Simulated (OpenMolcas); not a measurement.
# Ni5+, Pd5+, Pt5+: d5 down the group

```
Program             : OpenMolcas 26.06
Method              : SS-CASPT2, IPEA 0.25 Eh, imaginary shift 0.1 Eh
Basis               : ANO-RCC-VTZP
Scalar Hamiltonian  : DKH2, point nucleus
Spin-orbit coupling : RASSI with atomic mean-field integrals over the reference wave functions, term energies averaged over their components
```

Active space for each ion: 5 electrons in 5 orbitals (d); closed shells correlated by CASPT2: Ni5+ 3s 3p; Pd5+ 4s 4p; Pt5+ 5s 5p.

Computed levels in cm-1 above 6S 5/2:

```tsv
Level	Ni5+	Pd5+	Pt5+
4G 7/2	43650	29300	25760
4G 11/2	43670	29500	27560
4G 9/2	43700	29640	28870
4P 1/2	48350	33260	30700
4D 7/2	52100	34820	34780
4D 1/2	52340	36520	40270
2I 11/2	63830	42870	41050
2I 13/2	64040	43990	45440
2F 7/2(1)	70340	50510	58590
weight of 6S in the lowest level (%)	100	98	80
```

Mixed levels, with the weight of the term that names them: Pd5+ 4P 1/2 (67 %), Pd5+ 4D 1/2 (68 %), Pd5+ 2F 7/2(1) (59 %), Pt5+ 4G 7/2 (59 %), Pt5+ 4G 11/2 (75 %), Pt5+ 4P 1/2 (59 %), Pt5+ 4D 7/2 (59 %), Pt5+ 4D 1/2 (66 %), Pt5+ 2I 11/2 (70 %), Pt5+ 2F 7/2(1) (61 %).

Measured, with the error of the calculation in %. Measured levels: Ni5+ from Corliss and Sugar, J. Phys. Chem. Ref. Data 10, 197 (1981).

| Level | Ni5+ |
| --- | --- |
| 4G 11/2 | 41921 (+4.2) |
| 4P 1/2 | 46325 (+4.4) |
| 4D 7/2 | 50331 (+3.5) |
| 2I 11/2 | 61196 (+4.3) |
| 2I 13/2 | 61280 (+4.5) |
| 2F 7/2(1) | 67085 (+4.9) |

Without spin-orbit coupling 4G lies 43660, 29420, 26800 cm-1 above 6S in that order; the difference to the level 4G 7/2, of either sign, comes from spin-orbit coupling, which also lowers the zero.

CASPT2 breaks the degeneracy within a term, and the mean is taken; among the terms shown or strongly mixed into the levels shown the widest spread is 240 cm-1 (4d5 4F, Pd5+). Terms from blocks run as CI alone lack orbitals of their own. Computed and measured levels are paired by configuration, term and J; levels that our copy of the source lacks, or whose pairing is in doubt (as where it misses far off the trend of its configuration), stay unpaired and out of the deviations. Levels of configurations outside the active space are missing.

A number in round brackets counts repeated terms of one configuration in the order of the reference energies.
